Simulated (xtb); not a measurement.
3,3-difluoropent-1-en-4-yne (C₅H₄F₂), SMILES FC(F)(C#C)C=C. All values are semi-empirical tight-binding results from xtb (GFN2-xTB unless named), good for trends rather than for accurate numbers. Coordinates come from a GFN2-xTB optimisation. Other conformers were not sampled.

| Property | Value |
|---|---|
| orbital gap | 5.40 eV |
| dipole moment | 3.42 D |
| zero-point energy | 44.4 kcal/mol |
| G − E(el) at 298.15 K (modified RRHO) | 24.5 kcal/mol |
| static polarisability (D4 model) | 59.0 bohr³ |
| solvation energy, GFN2-xTB/ALPB(water) | -4.0 kcal/mol |
| solvation energy, GFN2-xTB/ALPB(dmso) | -6.9 kcal/mol |

**Question.** Give the IR lines (harmonic; lines under 4 % of the strongest left out, lines within 3 cm⁻¹ merged). (The exact figures need the calculation; the answer reports its results.)

**Answer.** ν (cm⁻¹): 396 (w), 475 (w), 683 (w), 960 (vs), 982 (w), 1016 (m), 1061 (s), 1187 (m), 1266 (w), 3139 (w), 3388 (w) (against the strongest line: vs over 80 %, s over 45 %, m over 15 %, w over 4 %, vw less)
